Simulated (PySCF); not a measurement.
**Excitation energy of Kr⁺ by level of theory**

Kr⁺ [Ar] 3d10 4s2 4p5 (2P) → Kr⁺ [Ar] 3d10 4s1 4p6 (2S), as a difference of total energies. All numbers are calculated (PySCF 2.14, scalar relativity through the core potential, in aug-cc-pVTZ-PP with ECP10MDF). Correlated levels: valence: 3s2 3p6 3d10 frozen. The calculations carry no spin-orbit coupling.

| method | excitation energy (cm⁻¹) |
| --- | --- |
| UHF | 143980 |
| LDA | 116850 |
| PBE | 117000 |
| PBE0 | 123760 |
| r2SCAN | 122520 |
| M06-2X | 125970 |
| M06-L | 121640 |
| LC-wPBE | 125840 |
| revPBE | 116950 |
| MP2 (valence) | 124880 |
| SCS-MP2 (valence) | 122740 |

Errors of the correlated levels include the incompleteness of this basis and the frozen core.

Every method misses the reference by a wide margin, which points to the basis or the choice of state and not to the methods.

For comparison: 107210 cm⁻¹ (measured; NIST levels, between the centres of gravity of the two terms).
